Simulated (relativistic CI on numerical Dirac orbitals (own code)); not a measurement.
## Spin-allowed bands of a d8 ion in an octahedral site, by hand

Problem. Take Δ = 13110 cm⁻¹ and B = 570 cm⁻¹ for a d8 ion in an octahedral site. Calculate the three spin-allowed bands.

Working.
1. The terms of highest spin are 3F (energy 0) and 3P (15B = 8550 cm⁻¹). Here the F term splits into A2 at −1.2Δ = -15732, T2 at −0.2Δ = -2622 and T1 at +0.6Δ = 7866 cm⁻¹.
2. The two T1 states mix through the element 0.4Δ: H = [[7866, 5244], [5244, 8550]], with roots ½(H₁₁ + H₂₂) ∓ ½√[(H₂₂ − H₁₁)² + 4H₁₂²] = ½(16416) ∓ ½(10510) = 2953 and 13463 cm⁻¹.
3. The ground term is 3A2 at -15732 cm⁻¹.
4. Bands: 3T2 13110 cm⁻¹ (763 nm), 3T1(F) 18685 cm⁻¹ (535 nm), 3T1(P) 29195 cm⁻¹ (343 nm).

Check. Exact diagonalisation of the whole d8 shell with these parameters gives 3T2 13110, 3T1 18685, 3T1 29195 cm⁻¹. The match is exact, since without spin-orbit coupling no other term has this spin. The ratio of the second band to the first, 1.425, depends on Δ/B = 23.0 alone, which is how a Tanabe-Sugano diagram is read.
